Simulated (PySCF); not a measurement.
A run with a changed setting

The sound run of Pb(CH3)F (singlet) uses PySCF 2.14.0, RKS B3LYP, Pb def2-SVP with ECP60, C def2-SVP, H def2-SVP, F def2-SVP; non-relativistic Hamiltonian with scalar-relativistic core potentials where named; density fitting; no spin-orbit coupling, grid (50, 194), threshold 1e-8 and 55 cycles at the relaxed geometry. This run, with dm0 from free metal ions and neutral atoms, differs:

```python
mol = gto.M(atom='''
Pb    -0.01990     0.01613    -0.21121
C      1.89211    -0.00146     1.10973
H      2.78481    -0.24231     0.50976
H      2.02373     0.99586     1.56370
H      1.77539    -0.73580     1.92261
F     -1.34288    -0.03641     1.39021''',
    basis={'Pb': 'def2-SVP', 'C': 'def2-SVP', 'H': 'def2-SVP', 'F': 'def2-SVP'},
    ecp={'Pb': 'def2-SVP'},
    charge=1, spin=0)
mf = dft.RKS(mol, xc='B3LYP')
mf.grids.atom_grid = (50, 194)
mf = mf.density_fit()  # fitting sets: Pb def2-universal-JKFIT, C def2-universal-JKFIT, H def2-universal-JKFIT, F def2-universal-JKFIT
mf.conv_tol = 1e-08; mf.max_cycle = 93
mf.kernel(dm0)
```

Task: What was changed, and how did it end?

Result: The charge was changed. The program refused it. The cycle limit differs too. These settings are unsound on purpose: the numbers aren't the compound's.
```
RuntimeError: Electron number 39 and spin 0 are not consistent
Note mol.spin = 2S = Nalpha - Nbeta, not 2S+1
```

Run from Python with OMP_NUM_THREADS=2; the lines above give its settings.

A frequency check found unstable modes (1, the lowest at -46 cm⁻¹), so the relaxed geometry is probably a saddle point.
